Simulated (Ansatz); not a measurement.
This geometry of BrH + ClF2GeH (7 atoms, charge 0, multiplicity 1) is a first-order saddle point.

The calculation used RKS PBE-D4/def2-SVP (Ansatz 0.2.0).

```xyz
7
Properties=species:S:1:pos:R:3
Ge -0.252 -0.005 -0.022
Cl 0.080 -0.376 2.397
F 1.472 0.296 -0.060
F -0.679 1.290 -1.116
H -0.534 -1.417 -0.559
Br -2.621 0.396 1.063
H -1.421 -0.065 2.219
```

**Question.** Which two structures does it join? (They come from a converged band through this point; their orientation in space is the band's.)

**Answer.** Bonds broken: Ge1–Cl2, Br6–H7. Bonds formed: Ge1–Br6, Cl2–H7. BrH + ClF2GeH becomes BrF2GeH + ClH.

Image 0:

```xyz
7
Properties=species:S:1:pos:R:3
Ge 0.239 0.027 -0.017
Cl 0.343 0.189 2.137
F 1.872 -0.193 -0.574
F -0.254 1.574 -0.632
H -0.668 -1.106 -0.512
Br -3.329 -0.310 1.358
H -2.157 -0.063 2.162
```

Image 8:

```xyz
7
Properties=species:S:1:pos:R:3
Ge -0.415 0.235 -0.349
Cl -0.212 -1.261 2.838
F 0.967 1.085 0.274
F -0.560 0.779 -1.998
H -0.232 -1.288 -0.314
Br -2.295 0.998 0.758
H -1.209 -0.430 2.713
```

**Question.** How far does it lie above each of them?

**Answer.** 20.1 kcal/mol above the first and 20.9 kcal/mol above the second. This is the barrier of this one path; another mechanism may lie lower. The orbitals stay closed-shell, which can raise the energy where a bond breaks towards radicals; this wasn't checked here.

The run took 83 s on 4 threads of Arm Neoverse V2, on a shared host, peak memory 0.18 GiB.
